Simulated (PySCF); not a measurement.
# Electronic structure of La⁺ (lanthanum, charge +1) at the r2SCAN level

Configuration: [Xe] 5d2, high-spin 3F determinant. Computed with PySCF 2.14 in cc-pVDZ-X2C (8s7p5d3f1g, 84 functions), with scalar relativity by spin-free X2C-1e.

```json
{"Total energy": "-8492.27 hartree", "One-electron energy": "-11566.05 hartree", "Hartree (Coulomb) energy": "3279.55 hartree", "Exchange-correlation energy": "-205.78 hartree", "⟨S²⟩": "2.0044", "⟨L²⟩": "11.979", "Sum of ⟨r⟩": "38.61 bohr", "Sum of ⟨r²⟩": "60.04 bohr²", "Traceless quadrupole moment −½Σ⟨3z² − r²⟩ along its main axis": "-0.993 e·bohr²", "Langevin diamagnetic susceptibility": "-47.6 ×10⁻⁶ cm³/mol", "Time after the integrals": "of the order of 8 core-seconds"}
```

```csv
shell,electrons,mean orbital energy (hartree),spread (hartree),"rms radius, mean of both spins (bohr)"
1s β,1,-1423.37598,0,0.0286
1s α,1,-1423.37556,0,0.0286
2s α,1,-227.42498,0,0.116
2s β,1,-227.42218,0,0.116
2p α,3,-203.95745,0.00017,0.104
2p β,3,-203.95554,0.00013,0.104
3s α,1,-49.04183,0,0.304
3s β,1,-49.04131,0,0.304
3p α,3,-41.47827,0.00044,0.304
3p β,3,-41.47752,0.00059,0.304
3d α,5,-30.51481,0.00186,0.282
3d β,5,-30.51301,0.00207,0.282
4s α,1,-10.12604,0,0.695
4s β,1,-10.12265,0,0.695
4p α,3,-7.64418,0.00055,0.738
4p β,3,-7.64118,0.00083,0.738
4d α,5,-4.01702,0.00092,0.827
4d β,5,-4.01398,0.00590,0.827
5s α,1,-1.60414,0,1.67
5s β,1,-1.58701,0,1.67
5p α,3,-0.99579,0.00169,1.93
5p β,3,-0.96626,0.00126,1.93
5d α,2,-0.29493,0.00006,3.12
```

Spin-orbit coupling, absent here, splits the open shell strongly.

Densities and radii are taken from the X2C orbitals without a picture-change correction, which distorts them close to the nucleus.
